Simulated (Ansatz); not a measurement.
Problem. Name a neutral molecule of B, C, N, O, S and H with HOMO–LUMO gap (PBE/def2-TZVPP) between 4.35 and 4.65 eV and HOMO–LUMO gap (ωB97M-V/def2-TZVPP) between 10.40 and 10.70 eV (Ansatz, PBE0-D4/def2-TZVP geometry).

Solution. `C=C(N)SBO` (4.38 eV, 10.53 eV). Other molecules can fit too; these were computed, each in one conformer that needn't be the lowest.
